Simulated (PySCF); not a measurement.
A structure optimised at B3LYP-D3(BJ)/def2-SVP, used in a PySCF frequency run:

```
B
N 1 1.3826
H 2 1.0135 1 122.26
H 2 1.0135 3 115.48 1 180.00
N 1 1.5032 2 124.10 3 0.00
C 5 1.2772 1 102.11 2 180.00
H 6 1.1025 5 124.17 1 180.00
N 1 1.5032 2 124.10 3 180.00
C 8 1.2772 1 102.11 2 180.00
H 9 1.1025 8 124.17 1 180.00
```
Charge 0, spin multiplicity 1.

Problem. Write its SMILES, formula and point group.

Solution. NB1N=CC=N1, C₂H₄BN₃, C2v

Problem. What are its rotational constants (standard atomic weights)?

Solution. 8.0429, 3.8021, 2.5817 GHz
